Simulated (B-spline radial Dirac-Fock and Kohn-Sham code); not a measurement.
## Isotope-shift constants of the inner levels of Ge⁴⁺

System: Ge⁴⁺, [Ar] 3d10.

These are calculated numbers from a radial B-spline solver; the model is first-order field-shift and mass-shift constants from Dirac-Fock ground and hole states with a Fermi nucleus; the mass shift has no relativistic recoil terms. A binding energy shifts by δE = F·δ⟨r²⟩ + (K_N + K_S)·δ(1/M); F is taken for a change of radius at fixed skin thickness and so holds the higher radial moments.

```csv
level,F (meV/fm²),K_N (meV u),K_S (meV u)
K (1s),-8.766,-6138,2458
L1 (2s),-0.8793,-812.5,-209.8
L2 (2p1/2),0.06406,-720.1,793.7
L3 (2p3/2),0.06912,-702.6,750.0
M1 (3s),-0.1355,-134.7,-70.00
M2 (3p1/2),0.008087,-103.8,88.40
M3 (3p3/2),0.008912,-101.4,78.09
M4 (3d3/2),0.005074,-48.67,60.27
M5 (3d5/2),0.004984,-48.35,59.52
```

Line shifts in meV from A = 74 (mass 73.9212 u, rms radius 4.0742 fm); radii from Angeli and Marinova (2013).

```tsv
A	mass (u)	radius (fm)	Kα1	Kα2	Kβ1	Lα1
70	69.9242	4.0414	?	?	?	?
72	71.9221	4.0576	-0.21	-0.22	-0.19	0.00
73	72.9235	4.0632	+0.10	+0.10	+0.11	0.00
76	75.9214	4.0811	+0.83	+0.84	+0.81	-0.01
```

Question: What are the shifts for A = 70?

Answer: Kα1 -0.53 meV (field +2.35, mass -2.88); Kα2 -0.55 meV (field +2.35, mass -2.90); Kβ1 -0.49 meV (field +2.34, mass -2.83); Lα1 +0.01 meV (field -0.02, mass +0.03).
